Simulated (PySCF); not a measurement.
Vertical excitations of a molecule C2H3ClFNSi from TDA-PBE0/def2-SVPD run with PySCF, as energy in eV (oscillator strength): 5.93 (0.000), 6.27 (0.002), 6.33 (0.001), 6.61 (0.005), 7.02 (0.070), 7.24 (0.019), 7.75 (0.028), 7.80 (0.036), 8.05 (0.017), 8.09 (0.001). Lowest triplet (TDA): 4.77 eV. Geometry: B3LYP-D3(BJ)/def2-SVP. Other conformers were not sampled.

Q: Identify the compound among the candidates.
(A) N#CC[Si@@H](F)Cl
(B) C#C[Si@@](N)(F)Cl
(C) N#C[C@H](F)[SiH2]Cl

A: B, C#C[Si@@](N)(F)Cl
